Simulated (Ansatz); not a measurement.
Molecule: N-dimethylboranylmethanamine, C₃H₁₀BN (charge 0, singlet). 
Structure (B3LYP-D3(BJ)/def2-TZVP (Ansatz, a first-principles code) minimum search):
SMILES: CNB(C)C
```xyz
15

C      1.6089    -1.1548     0.5939
N      0.9805    -0.0611    -0.1237
B     -0.3732     0.2964    -0.1719
C     -0.7904     1.5639    -1.0203
C     -1.4710    -0.5258     0.6212
H      2.3315    -0.7888     1.3293
H      2.1331    -1.8334    -0.0854
H      0.8543    -1.7287     1.1266
H      1.6365     0.5092    -0.6359
H     -1.3487     2.2761    -0.4037
H      0.0481     2.1013    -1.4718
H     -1.4723     1.2752    -1.8273
H     -1.3024    -1.6054     0.6248
H     -2.4740    -0.3484     0.2282
H     -1.4885    -0.2108     1.6713
```

Atomisation energy built up term by term with Ansatz (kcal/mol; UHF references for open shells; valence terms freeze the core; atomic spin-orbit terms are left out). CBS(X,Y): correlation extrapolated as X^-3; Hartree-Fock from the larger set.

```json
[
 {"term": "Hartree-Fock", "basis": "cc-pVQZ", "kcal/mol": "1057.11"},
 {"term": "CCSD correlation", "basis": "CBS(cc-pVTZ,cc-pVQZ)", "kcal/mol": "319.36"},
 {"term": "(T)", "basis": "CBS(cc-pVTZ,cc-pVQZ)", "kcal/mol": "17.70"},
 {"term": "core correlation", "basis": "cc-pwCVTZ", "kcal/mol": "5.62"},
 {"term": "scalar relativity (X2C)", "basis": "cc-pVTZ-DK against cc-pVTZ", "kcal/mol": "-0.93"},
 {"term": "sum: De", "basis": "", "kcal/mol": "1398.8"}
]
```

(T) makes 1.3 % of the CCSD(T) atomisation energy; under 5 % is typical of single-reference molecules.
